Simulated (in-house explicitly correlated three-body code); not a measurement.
Computed with an exponentially correlated three-body code. Model: two electrons around a point charge, non-relativistic, variational in 260 exponentially correlated functions (energies converged to about 1e-7 hartree, or 1e-8 relative for large Z).

Command:
```bash
python run_hyl.py task.json out
```
Settings (lengths in bohr, energies in hartree):
```
Z                      5
nuclear_mass           100
interaction_strength   1
functions              260
states_tried           13
```

Time taken, with all properties: 25 s on 1 thread of Intel(R) Xeon(R) 6975P-C (Granite Rapids) (shared host).

**Those bound S and P states to n = 4 that converged, binding against the one-electron ion.**

Given: nuclear charge 5; mass of the centre 100 electron masses.

Computed: one-electron threshold -12.3762376 hartree.

```json
{"term": "1 1S", "energy (hartree)": "-21.8078235", "binding (eV)": "256.65"}
{"term": "2 3S", "energy (hartree)": "-14.5876969", "binding (eV)": "60.177"}
{"term": "2 3P", "energy (hartree)": "-14.4415047", "binding (eV)": "56.199"}
{"term": "2 1S", "energy (hartree)": "-14.4339339", "binding (eV)": "55.993"}
{"term": "2 1P", "energy (hartree)": "-14.3228971", "binding (eV)": "52.971"}
{"term": "3 3S", "energy (hartree)": "-13.3198477", "binding (eV)": "25.677"}
{"term": "3 3P", "energy (hartree)": "-13.2803694", "binding (eV)": "24.603"}
{"term": "3 1S", "energy (hartree)": "?", "binding (eV)": "?"}
{"term": "3 1P", "energy (hartree)": "-13.2472486", "binding (eV)": "23.701"}
{"term": "4 3S", "energy (hartree)": "-12.8973527", "binding (eV)": "14.18"}
{"term": "4 3P", "energy (hartree)": "?", "binding (eV)": "?"}
{"term": "4 1S", "energy (hartree)": "-12.8809072", "binding (eV)": "13.733"}
```

Task: What belongs in the row 3 1S?

Result: energy (hartree): -13.2791531; binding (eV): 24.57.

Task: What belongs in the row 4 3P?

Result: energy (hartree): -12.8812633; binding (eV): 13.742.

**Converged states only, values per electron or pair.**

```
term  mean r (bohr)  mean r squared (bohr²)  mean inverse r (1/bohr)  mean r12 (bohr)  mean inverse r12 (1/bohr)  mean cosine  mean p1 dot p2 (bohr⁻²)  delta r1 (bohr⁻³)  delta r12 (bohr⁻³)
1 1S        0.32786                 0.14489                   4.6407           0.4864                     2.7913    -0.022638                   0.4621             33.731              3.2261
2 3S              ?                       ?                        ?                ?                          ?            ?                        ?                  ?                   -
2 3P        0.75211                 0.93001                   2.9851           1.2662                    0.96768    -0.065181                  -1.2918             19.061                   -
2 1S        0.88173                  1.3047                   2.9795           1.4956                    0.92686    -0.010552                0.0051351             20.781             0.49315
2 1P        0.79549                   1.055                    2.963           1.3155                    0.98444     0.032886                   1.0795              19.37              0.1037
3 3S         1.7446                  5.8237                   2.7038            3.206                     0.3985   -0.0018558               0.00057995             19.772                   -
3 3P         1.6852                  5.4838                   2.6993           3.0911                    0.43225    -0.015904                  -0.3154             19.249                   -
3 1S         1.8129                  6.3336                   2.6981           3.3395                    0.42314   -0.0030727               -0.0034373             19.736              0.1447
3 1P         1.7464                  5.9222                   2.6934           3.2045                    0.43999    0.0088853                  0.28801             19.319            0.034806
4 3S              ?                       ?                        ?                ?                          ?            ?                        ?                  ?                   -
4 3P         2.9962                  18.421                   2.6007           5.7016                    0.24414    -0.006188                 -0.12591             19.286                   -
4 1S         3.1237                  19.942                   2.6002           5.9539                    0.24065   -0.0011985               -0.0037779             19.487            0.060539
```

Task: What belongs in the row 2 3S?

Result: mean r (bohr): 0.83552; mean r squared (bohr²): 1.1508; mean inverse r (1/bohr): 3.0009; mean r12 (bohr): 1.4156; mean inverse r12 (1/bohr): 0.83318; mean cosine: -0.0064946; mean p1 dot p2 (bohr⁻²): 0.025987; delta r1 (bohr⁻³): 20.957.

Task: What belongs in the row 4 3S?

Result: mean r (bohr): 3.0325; mean r squared (bohr²): 18.733; mean inverse r (1/bohr): 2.6026; mean r12 (bohr): 5.7727; mean inverse r12 (1/bohr): 0.2308; mean cosine: -0.00067624; mean p1 dot p2 (bohr⁻²): -0.0024077; delta r1 (bohr⁻³): 19.5.
